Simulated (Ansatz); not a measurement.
A search over several starts for the lowest SCF solution of AgPd₃ at the given spin, in a small basis.

```yaml
crystal:
  periodic: [false, false, false]
  atoms:
    - {symbol: Pd, position_ang: [-1.545276, 0.313418, -0.268594]}
    - {symbol: Pd, position_ang: [0.873939, 0.904808, -0.987869]}
    - {symbol: Pd, position_ang: [0.343506, 0.423758, 1.503559]}
    - {symbol: Ag, position_ang: [0.327832, -1.641974, -0.247096]}
basis:
  gaussian: {orbitals: def2-SVP, initial_orbitals: start.molden}
magnetization: {spin_polarized: true, initial_magnetization: 1}
hamiltonian: {xc: pbe0, dispersion: d4}
output: {orbitals: {seedname: orbitals}}
```

The file start.molden holds the orbitals of an earlier run on this structure, at another level or in another basis.

```sh
$ ansatz run in.yaml --threads 4 --pin off --events-out ev --progress --plain --max-ram 3916MiB
```

Shortened log:

```
Functional definition: PBE0
1324 factors; integrals over basis functions are off by at most 2.8e-4 eV
mean field evaluation 1: about -14432.2286 eV, gradient 5.2e1 eV
mean field evaluation 2: about -14435.4474 eV, gradient 5.6e0 eV
mean field evaluation 4: about -14437.3150 eV, gradient 2.5e0 eV
mean field evaluation 8: about -14438.2616 eV, gradient 1.2e0 eV
mean field evaluation 16: about -14438.3762 eV, gradient 1.8e-5 eV
mean field evaluation 32: about -14438.3762 eV, gradient 9.5e-3 eV
mean field -14438.37621909 eV, -530.6005393687 hartree, gradient 1.8e-5 eV, S^2 0.781343; 7 other end points of the search recorded, 0 dependent functions left out
reference -14438.37625775 eV, -530.6005407892 hartree; 37, 36 occupied and 87, 88 virtual orbitals, 1324 factors
Total energy: -14438.57833162 eV, -530.6079668672 hartree
```

Run time 18 s (4 threads of Arm Neoverse V1 on a shared host).

In the def2 sets Ag, Pd take a core potential; there is no spin–orbit coupling. The structure comes from a short search, and lower isomers may exist.
